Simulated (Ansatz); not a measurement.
`N[SiH2]C[SiH2]N` + `B[TeH]` → `B[Te][SiH2]N` + `C[SiH2]N`  (ligand exchange at the Si–C bond)

Computed with Ansatz on PBE0-D4/def2-TZVP structures; ΔE is electronic, products minus reactants. CCSD(T)/CBS is the MP2 limit (def2-TZVPP, def2-QZVPP) plus CCSD(T) − MP2 in def2-TZVPP, frozen cores. DFT in def2-TZVPP. B3LYP here is the variant with VWN-RPA as its local correlation; programs differ in this. def2 core potentials past Kr. For Te outer-core shells are correlated without core-valence functions, which leaves a few kJ/mol of doubt a bond. Each species was taken in one conformer, which may not be the lowest.

(1) Is it downhill or uphill in electronic energy at CCSD(T)/CBS, and by how much? (An estimate is asked.)

(2) What do these levels give: B3LYP-D4, ωB97M-V, B2PLYP, PBE0, B3LYP, SCS-MP2/def2-TZVPP, CCSD/def2-TZVPP, CCSD(T)/def2-TZVPP, MP2/def2-QZVPP, SCS-MP2/def2-QZVPP, HF/CBS(def2), CCSD/CBS(def2)? (Estimate.)

Largest T1 diagnostic among the species: 0.015.

Answers

(1) The calculation gave: Downhill: ΔE = -11.2 kcal/mol.

(2) Ansatz gave: B3LYP-D4 -10.8, ωB97M-V -9.6, B2PLYP -11.7, PBE0 -12.3, B3LYP -12.2, SCS-MP2/def2-TZVPP -10.9, CCSD/def2-TZVPP -9.6, CCSD(T)/def2-TZVPP -9.7, MP2/def2-QZVPP -12.3, SCS-MP2/def2-QZVPP -11.8, HF/CBS(def2) -11.7, CCSD/CBS(def2) -11.1 kcal/mol.

The D4 term adds +1.3 kcal/mol with B3LYP and +0.7 kcal/mol with PBE0; it sums over pairs of atoms, weighted by their polarisabilities, and B3LYP, whose exchange is more repulsive, gets the larger term.
